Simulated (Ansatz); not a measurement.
All numbers were calculated with Ansatz.

A structure relaxed at PBE0-D4/def2-TZVP, charge 0, multiplicity 1:

Cartesian coordinates in Å:
```
B -1.0078 -1.4644 -0.2400
Se 0.5742 -0.8112 -1.0996
Si 0.7844 1.1080 0.1051
F 1.5980 0.8265 1.4498
H -1.4209 -2.5150 -0.6181
H -1.5391 -0.8346 0.6199
H -0.5533 1.6134 0.4789
H 1.5646 2.0773 -0.6960
```

Q: Give its formula and SMILES.

A: BFH4SeSi, `B[Se][SiH2]F`.

Q: Summarise the bond lengths by kind.

A: 1 × B–Se 1.915 Å; 2 × B–H 1.191 Å; 1 × Se–Si 2.276 Å; 1 × F–Si 1.597 Å; 2 × H–Si 1.478 to 1.480 Å.
